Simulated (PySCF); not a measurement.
A run with a changed setting

The sound run of [Hg(H2O)2]2+ (singlet) uses PySCF 2.14.0, RKS PBE, Hg def2-SVP with ECP60, O def2-SVP, H def2-SVP; non-relativistic Hamiltonian with scalar-relativistic core potentials where named; density fitting; no spin-orbit coupling, grid (50, 194), threshold 1e-8 and 55 cycles at the relaxed geometry. This run, with dm0 from free metal ions and neutral atoms, differs:

```python
mol = gto.M(atom='''
Hg    -0.02956    -0.01784    -0.00065
O      0.05562    -0.04801     2.06942
H      0.47297     0.69636     2.57656
H     -0.67673    -0.44651     2.60776
O      0.01353     0.01191    -2.07173
H      0.42052    -0.73288    -2.58663
H     -0.73101     0.40834    -2.59473''',
    basis={'Hg': 'def2-SVP', 'O': 'def2-SVP', 'H': 'def2-SVP'},
    ecp={'Hg': 'def2-SVP'},
    charge=2, spin=0)
mf = dft.RKS(mol, xc='PBE')
mf.grids.atom_grid = (50, 194)
mf = mf.density_fit()  # fitting sets: Hg def2-universal-JKFIT, O def2-universal-JKFIT, H def2-universal-JKFIT
mf.conv_tol = 1e-08; mf.max_cycle = 3
mf.kernel(dm0)
```

Problem. What was changed, and how did it end?

Solution. The cycle limit was cut. The SCF did not converge. These settings are unsound on purpose: the numbers aren't the compound's.
```
init E= -305.15869667596
cycle= 1 E= -305.154092198573  delta_E= 0.0046  |g|= 0.943  |ddm|= 3.03
cycle= 2 E= -304.882209808092  delta_E= 0.272  |g|= 1.54  |ddm|= 1.61
cycle= 3 E= -305.321055652982  delta_E= -0.439  |g|= 0.237  |ddm|= 1.23
SCF not converged.
```

Run from Python with OMP_NUM_THREADS=2; the lines above give its settings.
It took 0.7 s on 2 threads of Arm Neoverse V1 (shared host).
